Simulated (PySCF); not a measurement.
SMILES [SiH3]O[SiH2]c1cccs1 (C4H8OSSi2), GFN2-xTB optimised geometry.

```
16

Si    -3.24    -0.62     1.20
O     -2.00    -1.47     0.58
Si    -0.57    -1.88    -0.04
C      0.59    -0.40     0.00
C      1.95    -0.40     0.00
C      2.53     0.89     0.00
C      1.59     1.87     0.00
S     -0.01     1.23    -0.01
H     -4.30    -1.60     1.38
H     -3.59     0.42     0.23
H     -2.79    -0.04     2.46
H     -0.04    -2.93     0.83
H     -0.82    -2.30    -1.41
H      2.53    -1.31     0.00
H      3.59     1.08     0.00
H      1.73     2.93     0.00
```

Density from PBE0/def2-TZVP (PySCF 2.14.0) at that geometry.

Minimum of the electron density along straight lines between bonded atoms, close to the bond critical point (lines longer than 1.1 times the sum of covalent radii, or with two minima, are not listed):

```
bond     length / Å  ρ at the minimum / e bohr⁻³  ∇²ρ there / e bohr⁻⁵  position (fraction from the first atom)
-------  ----------  ---------------------------  --------------------  ---------------------------------------
Si1–O2        1.622                        0.138                  0.94                                     0.42
O2–Si3        1.615                        0.140                  0.97                                     0.59
Si3–C4        1.876                        0.118                  0.22                                     0.39
C4–C5         1.365                        0.329                 -0.96                                     0.51
C5–C6         1.410                        0.305                 -0.87                                     0.50
C6–C7         1.358                        0.334                 -0.99                                     0.49
C4–S8         1.736                        0.208                 -0.40                                     0.47
C7–S8         1.718                        0.217                 -0.45                                     0.48
Si1–H9        1.460                        0.127                  0.18                                     0.49
Si1–H10       1.461                        0.127                  0.18                                     0.49
Si1–H11       1.462                        0.127                  0.18                                     0.49
Si3–H12       1.462                        0.128                  0.17                                     0.49
Si3–H13       1.463                        0.128                  0.17                                     0.49
C5–H14        1.076                        0.289                 -1.04                                     0.65
C6–H15        1.076                        0.288                 -1.04                                     0.65
C7–H16        1.072                        0.291                 -1.06                                     0.65
```
